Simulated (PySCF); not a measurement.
Compound: C6H9F3OS.
SMILES with atom numbers: `[CH3:1][CH2:2]/[CH:3]=[CH:4]/[S@:5](=[O:6])[CH2:7][C:8]([F:9])([F:10])[F:11]` (hydrogens: H12, H13, H14 on C1; H15, H16 on C2; H17 on C3; H18 on C4; H19, H20 on C7)

Theory: PBE0-D3(BJ)/def2-SVP geometry optimisation, gas phase (PySCF 2.14.0).

(1) List the bond lengths, angles and torsions at this level.

Answers

(1) 
| bond | length (pm) | order |
| --- | --- | --- |
| C1–C2 | 152.6 | single |
| C2–C3 | 149.3 | single |
| C3=C4 | 133.2 | double |
| C4–S5 | 179.2 | single |
| S5=O6 | 150.1 | double |
| S5–C7 | 184.9 | single |
| C7–C8 | 150.4 | single |
| C8–F9, C8–F10, C8–F11 | 133.6 | single |
| C1–H12, C1–H13, C1–H14 | 110.1 | single |
| C2–H15 | 110.5 | single |
| C2–H16 | 110.2 | single |
| C3–H17 | 110.0 | single |
| C4–H18 | 109.4 | single |
| C7–H19 | 109.8 | single |
| C7–H20 | 109.9 | single |

Bonds in one row agree within 1 pm and their mean is given. Orders are formal, as drawn. A selection of angles:
| angle | degrees |
| --- | --- |
| C1–C2–C3 | 112.3 |
| C2–C3–C4 | 125.8 |
| C3–C4–S5 | 117.6 |
| C4–S5–O6 | 106.7 |
| C4–S5–C7 | 96.9 |
| O6–S5–C7 | 104.0 |
| S5–C7–C8 | 114.7 |
| C7–C8–F9 | 111.4 |
| F9–C8–F10 | 107.3 |

Dihedral angles: C1–C2–C3–C4 -122° (anticlinal); C2–C3–C4–S5 -178° (antiperiplanar); C3–C4–S5–O6 -8° (synperiplanar); C4–S5–C7–C8 -84° (synclinal); S5–C7–C8–F9 -62° (synclinal).

The C–C distances run from 1.332 Å (C3=C4, drawn double) to 1.526 Å (C1–C2, drawn single), a spread of 0.194 Å. Of the pairs four or more bonds apart, O6···H17 is among the closest relative to their van der Waals radii: 2.29 Å, 84 % of the sum of Bondi's values. S5 (sulfinyl sulfur) is pyramidal (angles 106.7°, 104.0° and 96.9°, sum 307.6°, 0.73 Å off the plane of its three neighbours). The C–S distances run from 1.792 Å (C4–S5, drawn single) to 1.849 Å (S5–C7, drawn single), a spread of 0.057 Å.

Point group: C1 (no symmetry element, even within 0.4 Å). No PBE0-D3(BJ)/def2-SVP frequencies stand behind this structure, so it isn't proved a minimum. The numbers are those of one conformer.
